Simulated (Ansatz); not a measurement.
`[SiH3][SiH2][CH2][InH2]` + `B1CN1` → `[SiH3]N1BC1` + `[SiH3][CH2][InH2]`  (cleavage of the Si–Si bond)

Program: Ansatz. Geometries: PBE0-D4/def2-TZVP. ΔE: electronic, gas phase. CBS: MP2 limit from def2 TZ/QZ plus the TZ coupled-cluster correction, frozen cores. This one scheme is used for every species. DFT in def2-TZVPP. B3LYP here is the variant with VWN-RPA as its local correlation; programs differ in this. HSE06 is defined as in plane-wave codes. def2 core potentials past Kr. For In outer-core shells are correlated without core-valence functions, which leaves a few kJ/mol of doubt a bond. Each species was taken in one conformer, which may not be the lowest.

```
             level  ΔE (kJ/mol)  difference from CCSD(T)/CBS
       LDA (SPW92)        -33.8                         27.6
            PBE-D4        -42.5                         18.9
         r2SCAN-D4        -58.1                          3.3
            B2PLYP        -74.5                        -13.1
            r2SCAN        -59.1                          2.3
              PBE0        -52.8                          8.6
             B3LYP        -73.1                        -11.7
             HSE06        -53.0                          8.4
             BHLYP        -81.7                        -20.3
    MP2/def2-TZVPP        -73.8                        -12.4
SCS-MP2/def2-TZVPP        -79.9                        -18.5
   CCSD/def2-TZVPP        -70.4                         -9.0
     HF/def2-QZVPP       -102.8                        -41.4
      HF/CBS(def2)       -103.0                        -41.6
     MP2/CBS(def2)        -69.2                         -7.8
    CCSD/CBS(def2)        -65.8                         -4.4
       CCSD(T)/CBS        -61.4                            0
```

(1) What do rigid-rotor, harmonic-oscillator terms from PBE0-D4/def2-TZVP frequencies (298.15 K, 1 bar) make of the CCSD(T)/CBS value? (Best estimate.)

Largest T1 diagnostic among the species: 0.014.

Results:

(1) The calculation gave: ΔZPE = -3.7 kJ/mol, ΔH = -65.3 kJ/mol, ΔS = 15 J/(mol·K), ΔG = -69.7 kJ/mol.

Leaving LDA and LC-ωPBE aside and taking each functional with its dispersion term where it has one, the values spread over 32.0 kJ/mol, from B2PLYP to PBE-D4. LDA lies +12.6 kJ/mol from PBE without D4. The D4 term adds +6.4 kJ/mol with B3LYP and +3.6 kJ/mol with PBE0; it sums over pairs of atoms, weighted by their polarisabilities, and B3LYP, whose exchange is more repulsive, gets the larger term. From BLYP to BHLYP (50 % exact exchange), in def2-TZVPP and without D4, ΔE moves by −10.9 kJ/mol.

CCSD(T)/CBS has its own doubt, a few kJ/mol and more with outer-core shells, so smaller differences from it don't rank the levels.
